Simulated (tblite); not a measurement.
Input of a run (GFN2-xTB geometry optimisation, gas phase (tblite 0.8.0)), started from a force field or distance geometry:
```
{"job": {"kind": "relax", "xc": "GFN2-xTB", "basis": "xTB"}, "charge": 0, "multiplicity": 1}
C      3.115300    -0.037400     0.225200
C      1.724400     0.528100    -0.115300
C      0.649100    -0.546700     0.078200
C     -0.839000    -0.056600    -0.124400
Si    -1.498800     0.997300     1.313200
Si    -2.049100    -1.552900    -0.007900
C     -1.049600     0.647300    -1.450000
F     -2.339500     0.943400    -1.686100
F     -0.364300     1.808000    -1.506500
F     -0.616500    -0.118800    -2.471500
H      3.152300    -0.368100     1.266400
H      3.347200    -0.888300    -0.416500
H      3.866800     0.735400     0.088800
H      1.542200     1.388300     0.533800
H      1.741200     0.884700    -1.140100
H      0.847600    -1.348100    -0.630800
H      0.759500    -0.992800     1.073400
H     -2.927100     1.353200     1.128000
H     -1.324000     0.299300     2.608800
H     -0.707400     2.255300     1.397200
H     -1.719400    -2.509700    -1.078900
H     -1.859500    -2.260800     1.287100
H     -3.456100    -1.133100    -0.134600
```

Output (eV, eV/Å):
```
step      E/eV     max force
  0    -952.63842    1.446
  1    -952.72039    0.701
  2    -952.77482    0.439
  3    -952.78900    0.437
  4    -952.80534    0.308
  5    -952.81650    0.359
  6    -952.83294    0.320
  7    -952.84089    0.176
  8    -952.84521    0.132
  9    -952.84881    0.139
 10    -952.85376    0.186
 11    -952.85953    0.187
 12    -952.86471    0.142
 13    -952.86851    0.155
 14    -952.87193    0.136
 15    -952.87563    0.164
 16    -952.87900    0.129
 17    -952.88141    0.101
 18    -952.88316    0.100
 19    -952.88483    0.114
 20    -952.88672    0.122
 21    -952.88860    0.087
 22    -952.89016    0.075
 23    -952.89144    0.082
 24    -952.89269    0.111
 25    -952.89388    0.103
 26    -952.89478    0.062
 27    -952.89538    0.052
 28    -952.89581    0.039
 29    -952.89615    0.038
 30    -952.89637    0.028
 31    -952.89649    0.027
 32    -952.89660    0.028
 33    -952.89676    0.028
 34    -952.89695    0.035
 35    -952.89713    0.027
 36    -952.89726    0.021
 37    -952.89736    0.020
 38    -952.89747    0.024
 39    -952.89758    0.026
 40    -952.89768    0.021
 41    -952.89778    0.023
 42    -952.89791    0.028
 43    -952.89809    0.038
 44    -952.89831    0.041
 45    -952.89857    0.034
 46    -952.89883    0.031
 47    -952.89910    0.029
 48    -952.89937    0.038
 49    -952.89966    0.035
 50    -952.89995    0.040
 51    -952.90021    0.042
 52    -952.90046    0.040
 53    -952.90069    0.041
 54    -952.90089    0.034
 55    -952.90106    0.032
 56    -952.90120    0.027
 57    -952.90132    0.026
 58    -952.90145    0.030
 59    -952.90159    0.032
 60    -952.90171    0.028
 61    -952.90182    0.021
 62    -952.90193    0.022
 63    -952.90205    0.026
 64    -952.90217    0.027
 65    -952.90229    0.022
 66    -952.90242    0.020
 67    -952.90255    0.023
 68    -952.90267    0.023
 69    -952.90278    0.020
 70    -952.90290    0.020
 71    -952.90302    0.022
 72    -952.90314    0.022
 73    -952.90326    0.020
 74    -952.90337    0.028
 75    -952.90349    0.030
 76    -952.90361    0.023
 77    -952.90373    0.023
 78    -952.90385    0.019
 79    -952.90398    0.020
 80    -952.90410    0.025
 81    -952.90419    0.019
 82    -952.90427    0.017
 83    -952.90435    0.019
 84    -952.90442    0.021
 85    -952.90449    0.017
 86    -952.90453    0.016
 87    -952.90457    0.015
 88    -952.90461    0.020
 89    -952.90466    0.023
 90    -952.90472    0.017
 91    -952.90478    0.017
 92    -952.90484    0.020
 93    -952.90491    0.025
 94    -952.90499    0.029
 95    -952.90507    0.022
 96    -952.90515    0.020
 97    -952.90524    0.024
 98    -952.90535    0.030
 99    -952.90546    0.024
100    -952.90557    0.023
101    -952.90569    0.027
102    -952.90584    0.031
103    -952.90602    0.035
104    -952.90623    0.030
105    -952.90644    0.028
106    -952.90662    0.026
107    -952.90672    0.050
108    -952.90693    0.037
109    -952.90710    0.026
110    -952.90736    0.022
111    -952.90746    0.023
112    -952.90762    0.020
113    -952.90774    0.019
114    -952.90786    0.023
115    -952.90793    0.016
116    -952.90798    0.016
117    -952.90802    0.016
118    -952.90808    0.017
119    -952.90819    0.024
120    -952.90829    0.026
121    -952.90840    0.021
122    -952.90847    0.022
123    -952.90853    0.022
124    -952.90861    0.029
125    -952.90872    0.030
126    -952.90883    0.022
127    -952.90890    0.014
128    -952.90894    0.015
129    -952.90896    0.014
130    -952.90899    0.015
131    -952.90904    0.018
132    -952.90909    0.019
133    -952.90915    0.022
134    -952.90922    0.018
135    -952.90927    0.016
136    -952.90932    0.014
137    -952.90936    0.012
138    -952.90940    0.014
139    -952.90944    0.012
140    -952.90946    0.011
141    -952.90949    0.009
```

**Question.** Summarise the run.

**Answer.** The energy falls by 0.271 eV over 141 L-BFGS steps, the largest force on an atom goes from 1.45 to 0.009 eV/Å, and the atoms move by 0.268 Å rms after alignment. The bond that changes most is C3–C4 (chain CH2 carbon to sp3 carbon bound to silicon), which shortens by 0.042 Å. Bonds longer at the end by more than 0.005 Å: 4 of 22; shorter: 9. Among the angles that change most is Si5–C4–Si6, from 99.6° to 111.4°. Among the dihedrals that turn most is C2–C3–C4–Si5, from -74° to -51°. The energy never rose by more than 1e-5 eV on the way. The first step brought 30 % of the lowering.

**Question.** What are the final bond lengths?

**Answer.** C1–C2 1.525 Å, C2–C3 1.529 Å, C3–C4 1.537 Å, C4–Si5 1.919 Å, C4–Si6 1.925 Å, C4–C7 1.493 Å, C7–F8 1.352 Å, C7–F9 1.351 Å, C7–F10 1.351 Å, C1–H11 1.088 Å, C1–H12 1.088 Å, C1–H13 1.087 Å, C2–H14 1.093 Å, C2–H15 1.090 Å, C3–H16 1.095 Å, C3–H17 1.094 Å, Si5–H18 1.462 Å, Si5–H19 1.462 Å, Si5–H20 1.461 Å, Si6–H21 1.462 Å, Si6–H22 1.463 Å, Si6–H23 1.458 Å. Numbering counts from 1 in the input's order; the species is `C(C(F)(F)F)([SiH3])(CCC)[SiH3]`.

Hardware: Arm Neoverse V1, one thread, shared host with 32 logical CPUs at a one-minute load of 24. Cost: 1.5 s.

Its GFN2-xTB frequencies are all real (lowest 35 cm⁻¹). One conformer, not necessarily the lowest. 3 starts were optimised and ended at 0.00, 0.05 and 1.31 kcal/mol (GFN2-xTB); the lowest of these is shown.

These are computed values.
